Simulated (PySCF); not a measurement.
MgBr₃⁻ (singlet). Level of theory: PBE0 in PySCF with Mg def2-SVPD, Br def2-SVPD; no relativity; density-fitted integrals.

Harmonic bands of its minimum:

| ω (cm⁻¹) | IR (km/mol, summed over degenerate members) | degeneracy |
| --- | --- | --- |
| 64 | 3.3 | 2 |
| 145 | 21.9 | 1 |
| 163 | 0.0 | 1 |
| 367 | 232 | 2 |

Problem. The central atom is Mg. Infer the point group and assign the bands.

Solution. D3h. The modes span 2e' + a2'' + a1': 64 e', 145 a2'', 163 a1', 367 e'. The computed geometry has Mg–Br 2.458 Å (×3); Br–Mg–Br 120.0° (×3).

This need not be the most stable arrangement of these atoms. The lowest empty level of this anion is unbound, so it and the gap depend on the basis.
